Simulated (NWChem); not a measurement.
# WNH$_{2}$O$_{2}$Cl; SMILES [NH2][W](=[O])(=[O])[Cl]

```xyz
7

W      0.0532    -0.1909     0.0000
O      0.8786    -0.7152    -1.3933
O      0.8786    -0.7152     1.3933
Cl    -0.1166     2.0972     0.0000
N     -1.6768    -1.0429     0.0000
H     -2.1373    -1.3899    -0.8385
H     -2.1373    -1.3899     0.8385
```
Atoms are numbered in this order, from 1.

Results from NWChem. Geometry: optimised at PBE0/def2-SVP. No frequency run checked for a minimum. def2 effective core potentials on W; no spin-orbit coupling. B3LYP is NWChem's, with the RPA form of VWN correlation. Vertical excitations in the gas phase; the lowest state need not have the same character in each row.

```json
[
 {"level": "PBE/def2-SVP, TDA", "lowest excitation, singlet (eV)": "4.85", "oscillator strength of that lowest state": "0.000", "orbital gap (eV)": "4.76"},
 {"level": "B3LYP/def2-SVP, TDA", "lowest excitation, singlet (eV)": "5.09", "oscillator strength of that lowest state": "0.001", "orbital gap (eV)": "6.51"},
 {"level": "Hartree-Fock/def2-SVP, CIS", "lowest excitation, singlet (eV)": "___", "oscillator strength of that lowest state": "0.001", "orbital gap (eV)": "___"}
]
```

### Question
Some entries are withheld; supply them.

### Answer

- Hartree-Fock/def2-SVP, CIS, lowest excitation, singlet (eV): 5.98
- Hartree-Fock/def2-SVP, CIS, orbital gap (eV): 13.85
